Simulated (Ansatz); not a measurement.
A made-up structure of AlBH$_{2}$ClF, closed shell:

```
6
angstrom
F 0.6207 -1.6374 -0.7437
B 0.8380 -0.3472 -0.3175
Al -0.5769 0.4985 0.3129
Cl -2.2461 -0.7976 0.2255
H 1.8385 0.2655 -0.3173
H -0.4741 2.0181 0.8401
```

It is relaxed with PBE-D4/def2-SVP and then PBE0-D4/def2-TZVP (Ansatz 0.2.0). Atoms count as bonded within 1.22 times the sum of their covalent radii (H–H: 0.88 Å). The end point is not checked to be a true minimum.

(1) Does its bonding change? (A judgement: the text doesn't fix the answer.)

## Answers

(1) The calculation gives: No: no bond forms or breaks.

Where it ends: The first stage lowers the energy by 1.73 eV in 6 steps. It ends as AlBH₂ClF ([F][BH][AlH][Cl]):
```csv
atom,x (Å),y (Å),z (Å)
F1,0.9466,-1.6711,-0.8364
B2,1.0341,-0.4300,-0.3922
Al3,-0.7458,0.5510,0.3701
Cl4,-2.5425,-0.5449,0.3894
H5,2.1338,0.0628,-0.4528
H6,-0.8263,2.0321,0.9218
```

Labels in which every atom is bracketed show which atoms are joined, not bond orders.

For scale, one of the runs: PBE0-D4/def2-TZVP relaxation, 148 basis functions, launched by `ansatz run in.yaml --threads 2 --pin off --events-out ev --progress --plain --max-ram 4352MiB`. Hardware: 2 CPU threads of an Arm Neoverse V2, shared host. Wall time about 25 s.
